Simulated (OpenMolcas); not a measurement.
Si: the spin-orbit constant, thermal populations, worked from levels

- Program: OpenMolcas 26.06
- Basis: ANO-R1 [4s3p1d]
- Scalar Hamiltonian: X2C, finite nucleus
- Active space: 4 electrons in 4 orbitals (3s 3p)
- State averaging: 2S+1 = 3 even, 3 roots; 2S+1 = 1 even, 6 roots; 2S+1 = 5 odd, 1 root; 2S+1 = 3 odd, 8 roots
- Spin-orbit coupling: state interaction with AMFI integrals over the reference wave functions, term energies averaged over their components

Methods: CASSCF; SS-CASPT2, IPEA 0.25 Eh, imaginary shift 0.1 Eh (closed shells correlated: 2s 2p). Measured levels: NIST Handbook of Basic Atomic Spectroscopic Data.

**The spin-orbit constant.** For the Hund term 3P of p2, E(J) = (A/2) J(J+1) + constant and ζ = 2S·A = 2A. From J = 0 to J = 2 the energy changes by 3 A.

| Source | E(2) - E(0) | A | ζ |
| --- | --- | --- | --- |
| CASSCF | 188.2 | 62.7 | 125 |
| SS-CASPT2 | 188.0 | 62.7 | 125 |
| measured | 223.2 | 74.4 | 149 |

All in cm-1. SS-CASPT2 is off by -15.8 % and CASSCF by -15.7 %. Both methods take the spin-orbit matrix elements from the reference wave functions, so the second can move ζ only through the term energies and any multistate remixing. Second-order mixing with other terms is absorbed into this ζ.

**Thermal populations.** Z = Σ (2J + 1) exp(-E/kT) with k = 0.695035 cm-1/K, over the levels below. No other level of either list lies under 39600 cm-1, which is above 7 kT at each temperature.

```csv
Level,2J + 1,SS-CASPT2,measured
3s2 3p2 3P0,1,0.0,0.0
3s2 3p2 3P1,3,64.3,77.1
3s2 3p2 3P2,5,188,223
3s2 3p2 1D2,5,7620,6299
3s2 3p2 1S0,1,16740,15394
3s 3p3 5S* 2,5,27410,33326
```

| T (K) | Z, SS-CASPT2 | Z, measured levels | Ground level (%), SS-CASPT2 | Ground level (%), measured levels |
| --- | --- | --- | --- | --- |
| 3000 | 8.608 | 8.628 | 11.6 | 11.6 |
| 5000 | 9.250 | 9.452 | 10.8 | 10.6 |
| 8000 | 10.155 | 10.448 | 9.8 | 9.6 |

At 8000 K, kT = 5560 cm-1, and the computed levels give Z = 1.000 + 2.966 + 4.834 + 1.270 + 0.049 + 0.036 = 10.155.

Over all roots computed the reference weight is 0.90 to 0.99 in SS-CASPT2; the roots of lowest weight are the least certain, and an intruder state may touch them. Terms of s pⁿ other than that of highest spin mix with s² pⁿ⁻² d, which this space lacks; all of them can be thousands of cm-1 off, and some have no real level of that name. Without dynamic correlation excited terms often stand tens of per cent too high (terms of higher spin than the ground term too low), and those without a measured partner can miss by more than the paired ones (holds for CASSCF). Some terms miss by over 15 % even with CASPT2, which points to a basis or an active space too small for the shells correlated (holds for SS-CASPT2). Measured partners are found by configuration, term and J. A level has none where our copy of the source lacks it or the pairing is in doubt (some pairs that miss far off the trend of their configuration count as doubtful), and it then counts in no deviation. Levels of configurations outside the active space are missing.

* marks odd parity.
